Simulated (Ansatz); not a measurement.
Basis-set extrapolation for ClH₇N₂O₂Si₂ (`N[Si@H](Cl)O[Si@@H](N)O`) (PBE0-D4/def2-TZVP geometry, frozen core, Ansatz 0.2.0). Multiplicity 1, RHF reference.

```tsv
	def2-TZVPP	def2-QZVPP
HF	-1300.529596	-1300.575100
MP2 correlation	-1.323575	-1.433351
CCSD(T) correlation	-1.424335	not run
```

Energies in hartree. Use E(X) = E(∞) + A·exp(−7.88·√X) for Hartree–Fock and E(X) = E(∞) + B·X^(−2.97) for correlation, with X = 3 and 4, and add CCSD(T) minus MP2 of the smaller set to the MP2 limit.

Problem. What is the CCSD(T) energy at the basis-set limit?

Solution. HF limit: -1300.575100 + (-0.045504) × 0.13774 = -1300.58137. MP2 limit: -1.433351 + (-0.109776) × 0.74074 = -1.51467. Higher-order term: -1.424335 − (-1.323575) = -0.10076. Total: -1302.19680 hartree, 6.61 eV below CCSD(T)/def2-TZVPP.
